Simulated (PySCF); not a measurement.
CH4BFSe.

```xyz
8

B     -0.1244    -0.9339     0.0000
F     -1.3881    -1.3913     0.0000
C      1.0628    -1.9589     0.0000
H      0.9731    -2.6231    -0.8870
H      2.0716    -1.5074     0.0000
H      0.9731    -2.6231     0.8870
Se     0.0354     1.0203     0.0000
H      1.5182     1.0084     0.0000
```

The structure is a stationary point at PBE-D3(BJ)/def2-SVP. The structure was generated by enumeration, and PubChem lists no compound with its InChIKey, so it may never have been made. One conformer was computed; it need not be the lowest.

These are PBE/pcSseg-1 in PySCF values and carry that method's errors. Non-relativistic, no solvent.

Q: Give the absolute GIAO shielding of each atom: isotropic value and principal components (ppm). (The exact figures need the calculation; the answer reports its results.)

A: 
```csv
atom,σ(iso),σ11,σ22,σ33,span
B1,33.4,-30.5,57.1,73.6,104.0
F2,166.6,0.0,58.5,441.1,441.1
C3,166.8,154.0,159.0,187.4,33.4
H4,30.0,26.8,27.4,35.8,9.0
H5,30.3,26.1,31.0,33.8,7.7
H6,30.0,26.8,27.4,35.8,9.0
Se7,1710.8,1403.4,1720.2,2008.9,605.4
H8,28.8,20.8,25.9,39.8,18.9
```
